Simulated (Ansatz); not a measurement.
CH4FNSe (`NC(F)[SeH]`), 8 atoms. Total charge 0; spin multiplicity 1. Correlated methods include outer-core shells of Se, which these sets cover unevenly. Scalar relativity is left out up to krypton. All runs use 2 threads of an INTEL XEON PLATINUM 8581C on a shared host. Correlated methods freeze the cores.

Q: Give the basis size and wall time and peak host memory of each of these runs in Ansatz. RHF-CCSD(T)/def2-SVP energy; RKS PBE0-D4/def2-QZVPP energy; RKS PBE0-D4/def2-TZVP relaxation (10 steps); RKS PBE0-D4/def2-TZVP frequencies; RKS BHLYP-D4/def2-TZVPP energy; RKS ωB97M-V/def2-QZVPP energy; RKS LC-ωPBE/def2-TZVPP energy; RHF-CCSD(T)/def2-TZVPP energy; RHF-MP2/def2-QZVPP energy; RKS r2SCAN0-D4/def2-TZVPP energy; RKS BLYP-D4/def2-TZVPP energy; RKS PBE0-D4/def2-SVP energy. (Best estimate.)

A: Computed: Other jobs shared the machine, so times are rough.

```
                    level                    job  functions  wall time  peak host memory (GiB)
     RKS PBE0-D4/def2-SVP                 energy         94      0.9 s                    0.38
   RKS BLYP-D4/def2-TZVPP                 energy        197      1.4 s                    0.24
   RKS LC-ωPBE/def2-TZVPP                 energy        197      1.8 s                    0.38
  RKS BHLYP-D4/def2-TZVPP                 energy        197      1.9 s                    0.46
RKS r2SCAN0-D4/def2-TZVPP                 energy        197      2.9 s                    0.49
     RHF-CCSD(T)/def2-SVP                 energy         94      3.7 s                    0.38
   RKS PBE0-D4/def2-QZVPP                 energy        380      6.5 s                       1
   RKS ωB97M-V/def2-QZVPP                 energy        380       13 s                     1.3
       RHF-MP2/def2-QZVPP                 energy        380       16 s                     1.8
    RKS PBE0-D4/def2-TZVP  relaxation (10 steps)        165       24 s                     0.4
   RHF-CCSD(T)/def2-TZVPP                 energy        197       59 s                     2.6
    RKS PBE0-D4/def2-TZVP            frequencies        165       78 s                    0.39
```

LC-ωPBE has ω = 0.4 bohr⁻¹.
